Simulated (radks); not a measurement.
Q: Species: Ba4+. Configuration: [Kr] 4d10 5s2 5p3.75 6s0.25 (fractional occupations, a model configuration). All-electron calculation, scalar-relativistic Kohn-Sham, LDA (Slater exchange, Perdew-Wang correlation), spin-unpolarised, spherical densities, point nucleus. Program: a radial shooting solver on a logarithmic mesh with Libxc functionals. Some entries of the table are withheld. Estimate them.

orbital  occ.  eigenvalue (hartree)  r(max) (bohr)  <1/r> (bohr^-1)
1s          2             -1369.403        0.01644            60.65
2s          2             -217.7867        0.09296            13.95
2p          6             -195.5543        0.07464            13.27
3s          2             -47.16479         0.2666              (1)
3p          6             -40.03628         0.2608            4.780
3d         10             -29.65492         0.2150            4.534
4s          2             -10.45682         0.6246            2.088
4p          6                   (2)         0.6532            1.924
4d         10              -4.80221         0.6943            1.662
5s          2              -2.63246          1.439           0.8457
5p       3.75              -2.02799          1.606           0.7407
5d          0              -1.23274          2.037           0.5636
6s       0.25              -1.04520          3.112           0.4037
6p          0              -0.85677          3.547           0.3564

A: 
(1) 3s <1/r> (bohr^-1): 5.036
(2) 4p eigenvalue (hartree): -8.15218
